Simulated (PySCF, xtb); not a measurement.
C2H8OSi3, SMILES O[Si@@H]1[Si@@H]([SiH3])C=C1.

GFN2-xTB (xtb 6.7.1) at its own geometry gives an orbital gap of 3.04 eV and a dipole moment of 1.07 D.

The structure is a stationary point at B3LYP-D3(BJ)/def2-SVP. The structure was generated by enumeration; whether it is a known compound was not checked. The values are those of a single conformer.

Task: What does PySCF with HF/def2-TZVP give? (An estimate is asked for; the answer gives what the named calculation found.)

Result: gap 12.19 eV (levels -9.68 and 2.51 eV), dipole 1.67 D.
